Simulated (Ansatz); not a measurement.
Reaction (ligand exchange at a B–C bond): `BC(F)CCl` + `C=C(N)O` → `BOC(=C)N` + `FCCCl`

Program: Ansatz. Geometries: PBE0-D4/def2-TZVP. ΔE: electronic, gas phase. CCSD(T)/CBS adds triple-zeta CCSD(T) − MP2 to the extrapolated MP2 energy (def2 sets, frozen cores). This one scheme is used for every species. DFT in def2-TZVPP. B3LYP here is the variant with VWN-RPA as its local correlation; programs differ in this. Each species was taken in one conformer, which may not be the lowest.

`BC(F)CCl`:

Z-matrix (Å, degrees):
```
C
F 1 1.386
C 1 1.509 2 109.7
B 1 1.558 2 113.9 3 -131.0
H 1 1.109 2 107.0 3 116.3
Cl 3 1.782 1 112.6 2 62.9
H 3 1.089 1 110.0 2 -177.4
H 3 1.090 1 110.7 2 -56.4
H 4 1.192 1 120.8 2 -8.4
H 4 1.195 1 118.2 2 175.5
```

`C=C(N)O`:

```xyz
9

C     0.499    1.089   -0.074
C     0.044   -0.170   -0.092
N    -1.254   -0.569    0.130
O     0.805   -1.251   -0.389
H    -0.150    1.910    0.193
H     1.517    1.316   -0.360
H    -1.335   -1.488    0.537
H    -1.834    0.118    0.579
H     1.709   -0.954   -0.525
```

`BOC(=C)N`:

Cartesian coordinates in Å:
```
B -1.562 -0.233 1.159
O -0.820 0.574 0.377
C 0.343 0.273 -0.278
C 0.837 1.180 -1.119
N 0.931 -0.924 0.072
H -2.537 0.262 1.639
H -1.281 -1.383 1.353
H 1.742 0.985 -1.677
H 0.343 2.133 -1.229
H 0.293 -1.691 0.220
H 1.709 -1.176 -0.516
```

`FCCCl`:

Z-matrix (Å, degrees):
```
C
C 1 1.509
F 1 1.381 2 108.5
H 1 1.093 2 110.9 3 -119.1
H 1 1.093 2 110.9 3 119.1
Cl 2 1.776 1 109.1 3 179.9
H 2 1.089 1 111.1 3 61.0
H 2 1.089 1 111.1 3 -61.2
```

```
             level  ΔE (eV)
         r2SCAN-D4    -1.37
          B3LYP-D4    -1.43
           ωB97X-V    -1.34
SCS-MP2/def2-TZVPP    -1.44
CCSD(T)/def2-TZVPP    -1.43
    MP2/def2-QZVPP    -1.42
SCS-MP2/def2-QZVPP    -1.43
     MP2/CBS(def2)    -1.40
```

Q: What does CCSD(T)/CBS give? (An estimate is asked.)

A: Computed: -1.41 eV. The listed levels differ from it by 0.04, -0.02, 0.07, -0.03, -0.02, -0.01, -0.02, 0.01 eV.

Largest T1 diagnostic among the species: 0.014.
